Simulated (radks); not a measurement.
Computed order of ionisation of phosphorus. At each step one electron was removed from each of the four highest sub-shells of the ion before, moves of one valence electron (up to charge 6) and the configuration listed by NIST were tried, and the lowest configuration was kept. Code: a radial shooting solver on a logarithmic mesh with Libxc functionals. Model: Dirac Kohn-Sham, BLYP, spin-unpolarised, spherical densities, finite nucleus; Fermi nuclear charge, rms radius of each element as measured or else 0.836 A^(1/3) + 0.57 fm. Sub-shells are occupied by j as written (lower j first in brackets).

species   lowest configuration found  NIST configuration  margin to the next tried (eV)  IE (eV)  NIST IE (eV)       kind
P        [Ne] 3s2 3p(1/2: 2, 3/2: 1)                same                              -    9.542        10.487       exp.
P+       [Ne] 3s2 3p(1/2: 2, 3/2: 0)                same                          0.067   19.047        19.769  semi-emp.
P2+      [Ne] 3s2 3p(1/2: 1, 3/2: 0)                same                          9.658   29.724        30.203       exp.
P3+                         [Ne] 3s2                same                         10.208   52.071        51.444       exp.
P4+                         [Ne] 3s1                same                         10.756   65.406        65.025       exp.
P5+                             [Ne]                same                         136.18   221.60        220.43  semi-emp.
P6+      [He] 2s2 2p(1/2: 2, 3/2: 3)                same                          1.019   267.44         263.6  semi-emp.
P7+      [He] 2s2 2p(1/2: 2, 3/2: 2)                same                          1.102   316.10         309.6  semi-emp.
P8+      [He] 2s2 2p(1/2: 2, 3/2: 1)                same                          1.190   367.41         372.3  semi-emp.
P9+      [He] 2s2 2p(1/2: 2, 3/2: 0)                same                          1.284   422.55         424.4  semi-emp.
P10+     [He] 2s2 2p(1/2: 1, 3/2: 0)                same                         34.508   478.66        479.44  semi-emp.
P11+                        [He] 2s2                same                         30.166   561.79         560.6  semi-emp.
P12+                        [He] 2s1                same                         2122.8   609.76        611.74     theory
P13+                            [He]                same                         2151.0   2838.6        2816.9     theory

Reference values: NIST Atomic Spectra Database (exp. = measured, semi-emp. = semi-empirical, theory = theoretical value adopted there). Spin polarisation and multiplet splitting are left out, so open shells lie too high by an amount that depends on their filling.

Beside tabulated values, note that spin-unpolarised runs miss the spin-polarisation part of the exchange energy of open shells.
